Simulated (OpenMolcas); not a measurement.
Ir3+ with 6 ligands (fluoride) in tetragonal octahedral coordination (D4h). The axial distance is 1.05 times the equatorial one, R.

| Property | Result |
| --- | --- |
| Program | OpenMolcas 26.06 |
| Method | SS-CASPT2, IPEA 0.25 Eh, imaginary shift 0.1 Eh (closed shells correlated: 5s 5p and the ligand valence shells) |
| Basis | ANO-RCC-VTZP [8s7p5d3f1g] |
| Scalar Hamiltonian | DKH2, point nucleus |
| Active space | 6 electrons in 5 orbitals (5d) |
| State averaging | 2S+1 = 5 even, 5 roots; 2S+1 = 3 even, 45 roots; 2S+1 = 1 even, 50 roots |
| Spin-orbit coupling | state interaction with AMFI integrals over the reference wave functions |

All ligands move together. At R = 1.96 Å the first state of the same spin is 21630 cm-1, and at R = 1.99 Å it is 20180 cm-1.

Task: A third run gives 17610 cm-1. What distance was it run at?

Result: With a power law R^-n the two known points give n = -ln(20180 / 21630) / ln(1.99 / 1.96) = 4.57. Then R = 1.96 × (21630 / 17610)^(1/4.57) = 2.050 Å. The run was at 2.05 Å, so the estimate is off by 0 Å.

Over all roots computed the reference weight is 0.69 to 0.70 in R = 1.96, 0.68 to 0.70 in R = 1.99, 0.68 to 0.70 in R = 2.05; a low but even weight reflects the number of correlated electrons. Ligand-to-metal charge-transfer states are missing. With no ligand orbital active B as a rule stays too high, so bands that hang on it stand too high and its fall with covalency is understated. With one d shell and no ligand orbital active, 10Dq can be off by a tenth or more. The least metal-like active orbital is 78 % on the metal (Löwdin) and no ligand orbital is active, so the numbers are rough (holds for R = 1.96). The least metal-like active orbital is 79 % on the metal (Löwdin) and no ligand orbital is active, so the numbers are rough (holds for R = 1.99). The least metal-like active orbital is 80 % on the metal (Löwdin) and no ligand orbital is active, so the numbers are rough (holds for R = 2.05). No measured value stands beside these numbers; the geometry was imposed, not optimised, and the real ion may take another.
